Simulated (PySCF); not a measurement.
## Electric field gradients and quadrupole coupling constants

Compound: CH7BN2O.
Structure used (PBE0-D3(BJ)/def2-SVP), in Å, numbered top down from 1:
```xyz
12
CH7BN2O angstrom
N     -1.0484    1.4565    0.6627
B     -0.3366    0.2544    0.4407
N     -0.9612   -0.9712    0.1218
C      1.2578    0.2327    0.5378
O      1.8490   -0.9086   -0.0636
H     -2.0559    1.5274    0.6730
H     -0.5823    2.3320    0.8496
H     -0.3955   -1.8089    0.0807
H     -1.9568   -1.1289    0.0669
H      1.5444    0.2013    1.6043
H      1.7031    1.1732    0.1483
H      1.5643   -0.9172   -0.9832
```

Field gradients from the PBE0/pcSseg-1 density (PySCF, non-relativistic), principal values in atomic units, ordered |Vxx| ≤ |Vyy| ≤ |Vzz|:

| atom | Vxx | Vyy | Vzz |
| --- | --- | --- | --- |
| N1 | 0.2415 | 0.6380 | -0.8794 |
| B2 | -0.1390 | -0.2036 | 0.3427 |
| N3 | 0.2101 | 0.6029 | -0.8130 |
| O5 | 0.1192 | 1.8653 | -1.9845 |

Problem. Find the asymmetry η = (Vxx − Vyy)/Vzz and the couplings χ = eQV/h (234.96 MHz × Q in barn × V in au), with Q(14N) = 0.02044 b, Q(11B) = 0.04059 b, Q(17O) = −0.0256 b.

Solution. 
```csv
atom,environment,nucleus,η,χzz (MHz),χxx (MHz),χyy (MHz)
N1,boron-bound nitrogen,14N,0.45,-4.224,1.160,3.064
B2,three-coordinate boron,11B,0.19,3.268,-1.326,-1.942
N3,boron-bound nitrogen,14N,0.48,-3.905,1.009,2.895
O5,alcohol oxygen,17O,0.88,11.94,-0.72,-11.22
```

The tensor is traceless: Vxx + Vyy + Vzz = 0.

Problem. What is Vzz at O5 in SI units (1 au = 9.71736 × 10²¹ V/m²)?

Solution. -1.9845 au = -19.284 × 10²¹ V/m².

Problem. And the gradient at the other heavy atoms, for which no coupling is worked out here?

Solution. 
```
atom             environment  Vzz (au)     η
  C4  carbinol carbon (C–OH)     0.410  0.53
```

Problem. What couplings would deuterons (Q(2H) = 0.00286 b) have in place of the hydrogens, at this geometry?

Solution. 
```json
{"atom": "H6", "bonded to": "N1", "bond length (Å)": "1.010", "Vzz (au)": "0.4178", "η": "0.17", "χzz (kHz)": "281"}
{"atom": "H7", "bonded to": "N1", "bond length (Å)": "1.009", "Vzz (au)": "0.4182", "η": "0.18", "χzz (kHz)": "281"}
{"atom": "H8", "bonded to": "N3", "bond length (Å)": "1.012", "Vzz (au)": "0.4055", "η": "0.16", "χzz (kHz)": "272"}
{"atom": "H9", "bonded to": "N3", "bond length (Å)": "1.009", "Vzz (au)": "0.4197", "η": "0.16", "χzz (kHz)": "282"}
{"atom": "H10", "bonded to": "C4", "bond length (Å)": "1.105", "Vzz (au)": "0.2827", "η": "0.09", "χzz (kHz)": "190"}
{"atom": "H11", "bonded to": "C4", "bond length (Å)": "1.111", "Vzz (au)": "0.2731", "η": "0.11", "χzz (kHz)": "184"}
{"atom": "H12", "bonded to": "O5", "bond length (Å)": "0.963", "Vzz (au)": "0.4701", "η": "0.14", "χzz (kHz)": "316"}
```

The structure is a single PBE0-D3(BJ)/def2-SVP conformer in the gas phase; no vibrational or solvent corrections. These gradients aren't converged with respect to the basis.
